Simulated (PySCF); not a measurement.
PySCF job for Al(Me)(Cl) (CH3AlCl), SMILES [CH3][Al+][Cl], charge +1, ADC(2)/aug-cc-pVDZ. Coordinates come from a B3LYP-D3(BJ)/def2-TZVP optimisation. The spin state was assumed, not searched. The isomer is the one that the SMILES or the coordinates give; other isomers of the formula were not compared.

```python
import numpy as np
from pyscf import gto, scf, dft, adc

mol = gto.M(
    atom='''
    Al    0.00000000    0.00000000   -0.41086876
    C    -0.00000000   -0.00000000   -2.32178141
    H    -0.89330734   -0.51575123   -2.68000867
    H     0.89330735   -0.51575124   -2.68000867
    H     0.00000001    1.03150248   -2.68000866
    Cl   -0.00000000   -0.00000000    1.60658873
    ''',
    basis='aug-cc-pVDZ',
    charge=1,
    spin=0,
    max_memory=1600,
    verbose=4,
)
mf = scf.RHF(mol)
mf.conv_tol = 1e-10
mf.max_cycle = 100
mf.kernel()
res = {}
for kind, nroots in (('ee', 6), ('ip', 6), ('ea', 2)):
    a = adc.ADC(mf).density_fit('aug-cc-pvdz-ri')
    a.method, a.method_type = 'adc(2)', kind
    e, v, p, x = a.kernel(nroots=nroots)
    res[kind] = (e * 27.211386245988, p)
for kind, (e, p) in res.items():
    print(kind, 'energies / eV', np.round(e, 3), 'strengths', np.round(p, 4))
```

Output:

```
PySCF version 2.14.0

[INPUT] verbose = 4
[INPUT] num. atoms = 6
[INPUT] num. electrons = 38
[INPUT] charge = 1
[INPUT] spin (= nelec alpha-beta = 2S) = 0
[INPUT] symmetry False subgroup None
[INPUT] Mole.unit = angstrom
[INPUT] Symbol           X                Y                Z      unit          X                Y                Z       unit  Magmom
[INPUT]  1 Al     0.000000000000   0.000000000000  -0.410868760000 AA    0.000000000000   0.000000000000  -0.776429429540 Bohr   0.0
[INPUT]  2 C      0.000000000000   0.000000000000  -2.321781410000 AA    0.000000000000   0.000000000000  -4.387530986007 Bohr   0.0
[INPUT]  3 H     -0.893307340000  -0.515751230000  -2.680008670000 AA   -1.688106217664  -0.974628573108  -5.064482397760 Bohr   0.0
[INPUT]  4 H      0.893307350000  -0.515751240000  -2.680008670000 AA    1.688106236561  -0.974628592005  -5.064482397760 Bohr   0.0
[INPUT]  5 H      0.000000010000   1.031502480000  -2.680008660000 AA    0.000000018897   1.949257184010  -5.064482378863 Bohr   0.0
[INPUT]  6 Cl     0.000000000000   0.000000000000   1.606588730000 AA    0.000000000000   0.000000000000   3.036012694513 Bohr   0.0

nuclear repulsion = 117.320896964756
number of shells = 39
number of NR pGTOs = 168
number of NR cGTOs = 104
basis = aug-cc-pVDZ
ecp = {}


[settings echo left out]
init E= -741.271024969781
  HOMO = -0.376694418702841  LUMO = -0.0509649227233395  gap/eV = 8.86355
cycle= 1 E= -740.783516795381  delta_E= 0.488  |g|= 0.365  |ddm|= 2.42
  HOMO = -0.668790020156488  LUMO = -0.208620526655893  gap/eV = 12.52185
cycle= 2 E= -740.839002928012  delta_E= -0.0555  |g|= 0.152  |ddm|= 0.697
  HOMO = -0.675185808111809  LUMO = -0.166875786060828  gap/eV = 13.83182
cycle= 3 E= -740.845882463459  delta_E= -0.00688  |g|= 0.0307  |ddm|= 0.211
  HOMO = -0.674918268459177  LUMO = -0.160862089708075  gap/eV = 13.98818
cycle= 4 E= -740.846418983869  delta_E= -0.000537  |g|= 0.00662  |ddm|= 0.0742
  HOMO = -0.675656562083436  LUMO = -0.161632039355015  gap/eV = 13.98732
cycle= 5 E= -740.846443671348  delta_E= -2.47e-05  |g|= 0.00177  |ddm|= 0.0151
  HOMO = -0.676263562494353  LUMO = -0.161802395243888  gap/eV = 13.99920
cycle= 6 E= -740.846446352475  delta_E= -2.68e-06  |g|= 0.00062  |ddm|= 0.00554
  HOMO = -0.676240437439659  LUMO = -0.161801433782795  gap/eV = 13.99860
cycle= 7 E= -740.846446620409  delta_E= -2.68e-07  |g|= 0.000212  |ddm|= 0.00144
  HOMO = -0.676291227245247  LUMO = -0.161822191523871  gap/eV = 13.99942
cycle= 8 E= -740.846446656531  delta_E= -3.61e-08  |g|= 4.13e-05  |ddm|= 0.000719
  HOMO = -0.676286040581835  LUMO = -0.161822790281805  gap/eV = 13.99926
cycle= 9 E= -740.846446658052  delta_E= -1.52e-09  |g|= 8.9e-06  |ddm|= 0.000119
  HOMO = -0.676284960875229  LUMO = -0.161822493650542  gap/eV = 13.99924
cycle= 10 E= -740.846446658128  delta_E= -7.62e-11  |g|= 2.42e-06  |ddm|= 2.49e-05
  HOMO = -0.676284992607318  LUMO = -0.161822602780329  gap/eV = 13.99923
Extra cycle  E= -740.846446658134  delta_E= -6.14e-12  |g|= 1.11e-06  |ddm|= 5.87e-06
converged SCF energy = -740.846446658134

******** <class 'pyscf.adc.radc.RADC'> ********
******** ADC Orbital Information ********
Number of Frozen Occupied Orbitals: 0
Number of Frozen Virtual Orbitals: 0
Number of Active Occupied Orbitals: 19
Number of Active Virtual Orbitals: 85
*****************************************
******** <class 'pyscf.df.df.DF'> ********
auxbasis = aug-cc-pvdz-ri
Reference correlation energy (doubles): -0.35716132
MP2 correlation energy of reference state (a.u.) = -0.35716132

******** <class 'pyscf.adc.radc_ee.RADCEE'> ********
max_space = 12
max_cycle = 50
conv_tol = 1e-08

*************************************************************
        ADC calculation summary (singlet states only)
*************************************************************
adc(2) root 0  |  Energy (Eh) =   0.2555816646  |  Energy (eV) =   6.95473134  |  Osc. strength = 0.02003253  |  conv = True
adc(2) root 1  |  Energy (Eh) =   0.2555816646  |  Energy (eV) =   6.95473134  |  Osc. strength = 0.02003253  |  conv = True
adc(2) root 2  |  Energy (Eh) =   0.2781418648  |  Energy (eV) =   7.56862565  |  Osc. strength = 0.00000806  |  conv = True
adc(2) root 3  |  Energy (Eh) =   0.2781420178  |  Energy (eV) =   7.56862982  |  Osc. strength = 0.00000798  |  conv = True
adc(2) root 4  |  Energy (Eh) =   0.2787684704  |  Energy (eV) =   7.58567646  |  Osc. strength = 0.27046298  |  conv = True
adc(2) root 5  |  Energy (Eh) =   0.2793759273  |  Energy (eV) =   7.60220620  |  Osc. strength = 0.00000019  |  conv = True

******** <class 'pyscf.adc.radc.RADC'> ********
******** ADC Orbital Information ********
Number of Frozen Occupied Orbitals: 0
Number of Frozen Virtual Orbitals: 0
Number of Active Occupied Orbitals: 19
Number of Active Virtual Orbitals: 85
*****************************************
******** <class 'pyscf.df.df.DF'> ********
auxbasis = aug-cc-pvdz-ri
Reference correlation energy (doubles): -0.35716132
MP2 correlation energy of reference state (a.u.) = -0.35716132

******** <class 'pyscf.adc.radc_ip.RADCIP'> ********
max_space = 12
max_cycle = 50
conv_tol = 1e-08

*************************************************************
        ADC calculation summary (doublet states only)
*************************************************************
adc(2) root 0  |  Energy (Eh) =   0.6481728460  |  Energy (eV) =  17.63768152  |  Spec. factor = 1.81248760  |  conv = True
adc(2) root 1  |  Energy (Eh) =   0.6481732127  |  Energy (eV) =  17.63769150  |  Spec. factor = 1.80588941  |  conv = True
adc(2) root 2  |  Energy (Eh) =   0.6481732127  |  Energy (eV) =  17.63769150  |  Spec. factor = 1.80588941  |  conv = True
adc(2) root 3  |  Energy (Eh) =   0.7232319518  |  Energy (eV) =  19.68014382  |  Spec. factor = 1.78270823  |  conv = True
adc(2) root 4  |  Energy (Eh) =   0.7232319544  |  Energy (eV) =  19.68014389  |  Spec. factor = 1.78270823  |  conv = True
adc(2) root 5  |  Energy (Eh) =   0.7451396356  |  Energy (eV) =  20.27628226  |  Spec. factor = 1.80386546  |  conv = True

******** <class 'pyscf.adc.radc.RADC'> ********
******** ADC Orbital Information ********
Number of Frozen Occupied Orbitals: 0
Number of Frozen Virtual Orbitals: 0
Number of Active Occupied Orbitals: 19
Number of Active Virtual Orbitals: 85
*****************************************
******** <class 'pyscf.df.df.DF'> ********
auxbasis = aug-cc-pvdz-ri
Reference correlation energy (doubles): -0.35716132
MP2 correlation energy of reference state (a.u.) = -0.35716132

******** <class 'pyscf.adc.radc_ea.RADCEA'> ********
max_space = 12
max_cycle = 50
conv_tol = 1e-08

*************************************************************
        ADC calculation summary (doublet states only)
*************************************************************
adc(2) root 0  |  Energy (Eh) =  -0.2020060228  |  Energy (eV) =  -5.49686386  |  Spec. factor = 1.89266480  |  conv = True
adc(2) root 1  |  Energy (Eh) =  -0.1766584432  |  Energy (eV) =  -4.80712109  |  Spec. factor = 1.90821548  |  conv = True
ee energies / eV [6.955 6.955 7.569 7.569 7.586 7.602] strengths [0.02   0.02   0.     0.     0.2705 0.    ]
ip energies / eV [17.638 17.638 17.638 19.68  19.68  20.276] strengths [1.8125 1.8059 1.8059 1.7827 1.7827 1.8039]
ea energies / eV [-5.497 -4.807] strengths [1.8927 1.9082]
```

Self-consistency was reached.
